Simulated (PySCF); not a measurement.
Question: What does the PBE0-D3(BJ)/def2-SVP structure of `O(COC)[C@H](F)C(F)(F)F` look like in three dimensions?

Answer: 
```xyz
16
C4H6F4O2 angstrom
C      2.1796   -0.2388   -0.5552
O      1.6045    0.6243    0.3978
C      0.7937   -0.0037    1.3111
O     -0.3715   -0.5453    0.7183
C     -1.2351    0.3808    0.2184
F     -2.0807    0.8427    1.1839
C     -2.0720   -0.2917   -0.8640
F     -1.2803   -0.6781   -1.8671
F     -2.7149   -1.3534   -0.4007
F     -2.9649    0.5669   -1.3484
H      1.4097   -0.7357   -1.1679
H      2.8191    0.3719   -1.2051
H      2.7997   -1.0138   -0.0682
H      0.5223    0.7455    2.0714
H      1.2853   -0.8698    1.7874
H     -0.7098    1.2475   -0.2221
```

Any rigid rotation of these coordinates is as good. Atoms count from 1 in this order. Of the pairs four or more bonds apart, O2···H16 is among the closest relative to their van der Waals radii: 2.48 Å, 91 % of the sum of Bondi's values. O4 (ether oxygen) is bent (angle 114.6°). The 4 C–F bonds span 1.325 Å (C7–F9, drawn single) to 1.364 Å (C5–F6, drawn single), a spread of 0.039 Å. The C–O distances run from 1.361 Å (O4–C5, drawn single) to 1.415 Å (C3–O4, drawn single), a spread of 0.054 Å.

Bonds between heavy atoms (Å): C1–O2 1.409, O2–C3 1.373, C3–O4 1.415, O4–C5 1.361, C5–F6 1.364, C5–C7 1.525, C7–F8 1.335, C7–F9 1.325, C7–F10 1.330.

Computed with PBE0-D3(BJ)/def2-SVP geometry optimisation, gas phase (PySCF 2.14.0).

Point group: C1 (no symmetry element, even within 0.4 Å). Whether it is a minimum is left open (no frequencies). One conformer, not necessarily the lowest (C1–O2–C3–O4 -66°, O2–C3–O4–C5 -66°, C3–O4–C5–F6 -85°).
